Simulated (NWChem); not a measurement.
Species: CrN2H2Cl2; SMILES [Cr](=[NH])(=[NH])([Cl])[Cl]

Results from NWChem. Pople sets run with spherical d functions. Structure relaxed at the PBE0/def2-SVP level. No frequency run checked for a minimum.

Task: Among these, which level gives the highest value of “dipole (D)”?
A. TPSS/3-21G
B. TPSS/6-31G*
C. TPSS/STO-3G

Result: A, TPSS/3-21G. Values: TPSS/STO-3G 4.30; TPSS/6-31G* 4.70; TPSS/3-21G 5.42
